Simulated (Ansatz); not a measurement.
Mulliken charges of `[OH][Nb]([OH])([OH])([OH])[F]` from PBE/def2-TZVPP in Ansatz (PBE0-D4/def2-TZVP geometry).

```
atom   x (Å)   y (Å)   z (Å)  charge (e)
  O1  -1.306  -0.577  -1.380      -0.467
 Nb2  -0.233   0.212  -0.044       1.373
  O3   0.725  -1.380   0.348      -0.447
  O4  -1.041   0.329   1.658      -0.467
  O5   1.544   0.874  -0.396      -0.475
  F6  -0.743   1.968  -0.522      -0.359
  H7  -1.231  -1.468  -1.727       0.209
  H8   1.664  -1.569   0.324       0.220
  H9  -0.871  -0.236   2.414       0.209
 H10   1.575   1.795  -0.673       0.204
```

**Question.** By hand: the dipole of these point charges (1 e Å = 4.8032 D).

**Answer.** Σ q r = (0.233, -0.433, 0.107) e Å, of length 0.503 e Å = 2.42 D.

**Question.** How does the dipole of the full density compare? (Estimate.)

**Answer.** Ansatz gave: (0.299, -0.526, 0.130) e Å, 2.97 D; the point charges give 0.81 times that, at 1° from its direction.

Point charges leave out the atoms' own dipoles, such as those of lone pairs, and Mulliken's split depends on the basis, so the two needn't agree.
